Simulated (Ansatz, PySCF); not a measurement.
C₂H₁₀O₂Si₂, SMILES C[C@H](O)[SiH2]O[SiH3]. Atoms are numbered in the order given.

```xyz
16

C     -2.3504    -1.1553    -0.0803
C     -1.6502    -0.0146    -0.8171
O     -0.9480    -0.4826    -1.9692
Si    -0.3817     0.8936     0.2483
O      0.8709    -0.2122     0.3470
Si     2.4081    -0.3232     0.9701
H     -2.9883    -1.7205    -0.7781
H     -2.9770    -0.7763     0.7433
H     -1.6125    -1.8533     0.3505
H     -2.4073     0.6956    -1.1917
H     -0.1928    -0.9927    -1.6461
H      0.1088     2.1388    -0.4083
H     -0.8764     1.2190     1.6202
H      3.2667     0.7680     0.4244
H      2.9710    -1.6445     0.5836
H      2.3705    -0.2101     2.4571
```
Charge 0, spin multiplicity 1.

The structure is a stationary point at ωB97X-D3(BJ)/def2-SVP. The structure was generated by enumeration; whether it is a known compound was not checked. One conformer was computed; it need not be the lowest.

Two levels are set side by side: PBE-D3(BJ)/def2-SVP (Ansatz, a quantum-chemistry and plane-wave program) and ωB97X-D3(BJ)/def2-SVP (PySCF). Each level has its own optimised geometry; the coordinates shown are those of the second. Frequencies come from the Hessian of PySCF at each geometry. Differences are taken from unrounded values.

| quantity | ωB97X-D3(BJ) |
|---|---|
| mean bond length (Å) | 1.401 |
| bond C1–C2 (Å) | 1.528 |
| bond C2–O3 (Å) | 1.428 |
| bond C2–Si4 (Å) | 1.889 |
| bond Si4–O5 (Å) | 1.674 |
| bond O5–Si6 (Å) | 1.662 |
| bond C1–H7 (Å) | 1.101 |
| bond C1–H8 (Å) | 1.102 |
| bond C1–H9 (Å) | 1.103 |
| bond C2–H10 (Å) | 1.104 |
| bond O3–H11 (Å) | 0.967 |
| bond Si4–H12 (Å) | 1.491 |
| bond Si4–H13 (Å) | 1.494 |
| bond Si6–H14 (Å) | 1.492 |
| bond Si6–H15 (Å) | 1.487 |
| bond Si6–H16 (Å) | 1.492 |
| highest harmonic wavenumber (cm⁻¹) | 3841 |
| mean harmonic wavenumber (cm⁻¹) | 1245 |
| zero-point energy (kcal/mol) | 74.76 |

### Question
What does PBE-D3(BJ) give, and how far is it from ωB97X-D3(BJ)? (An estimate is asked for; the answer gives what the named calculation found.)

### Answer

| quantity | PBE-D3(BJ) | PBE-D3(BJ) minus ωB97X-D3(BJ) |
|---|---|---|
| mean bond length (Å) | 1.413 | 0.012 |
| bond C1–C2 (Å) | 1.531 | 0.003 |
| bond C2–O3 (Å) | 1.434 | 0.006 |
| bond C2–Si4 (Å) | 1.907 | 0.017 |
| bond Si4–O5 (Å) | 1.694 | 0.020 |
| bond O5–Si6 (Å) | 1.678 | 0.016 |
| bond C1–H7 (Å) | 1.109 | 0.008 |
| bond C1–H8 (Å) | 1.110 | 0.008 |
| bond C1–H9 (Å) | 1.111 | 0.007 |
| bond C2–H10 (Å) | 1.112 | 0.009 |
| bond O3–H11 (Å) | 0.979 | 0.012 |
| bond Si4–H12 (Å) | 1.504 | 0.014 |
| bond Si4–H13 (Å) | 1.509 | 0.014 |
| bond Si6–H14 (Å) | 1.505 | 0.014 |
| bond Si6–H15 (Å) | 1.501 | 0.013 |
| bond Si6–H16 (Å) | 1.505 | 0.014 |
| highest harmonic wavenumber (cm⁻¹) | 3634 | -207 |
| mean harmonic wavenumber (cm⁻¹) | 1191 | -54 |
| zero-point energy (kcal/mol) | 71.51 | -3.25 |

GGA bonds tend to be longer and softer than those of functionals with exact exchange. Differences between two approximate levels are no errors against the true value.
